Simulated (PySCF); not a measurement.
Fe²⁺ (iron, charge +2) across methods

[Ar] 3d5 4s1, high-spin 7S determinant (an excited configuration). Computed with PySCF 2.14 in def2-TZVPPD, with no relativity, point nucleus.

| method | E (hartree) | mean ε 3p β (eV) | mean ε 3d α (eV) | mean ε 4s α (eV) | Σ⟨r²⟩ (bohr²) | ⟨S²⟩ |
| --- | --- | --- | --- | --- | --- | --- |
| PBE0 | -1262.398 | -84.525 | -37.361 | -23.772 | 20.48 | 12.000 |
| LDA | -1260.096 | -81.541 | -34.703 | -23.306 | 20.54 | 12.000 |
| UHF | -1261.53406 | -92.243 | -45.280 | -25.743 | 20.49 | 12.001 |
| r2SCAN | -1262.594 | -82.211 | -35.128 | -23.243 | 20.47 | 12.000 |
| MN15 | -1262.704 | -86.255 | -37.964 | -23.805 | 20.62 | 12.000 |
| wB97X-V | -1262.456 | -87.145 | -39.576 | -25.759 | 20.52 | 12.000 |
| BLYP | -1262.641 | -81.335 | -34.213 | -22.909 | 20.55 | 12.001 |
| PBE | -1262.343 | -81.388 | -34.463 | -22.994 | 20.54 | 12.000 |

Q: Estimate the same row for r2SCAN0.

A: E (hartree) = -1262.589; mean ε 3p β (eV) = -85.074; mean ε 3d α (eV) = -37.861; mean ε 4s α (eV) = -23.982; Σ⟨r²⟩ (bohr²) = 20.43; ⟨S²⟩ = 12.001.
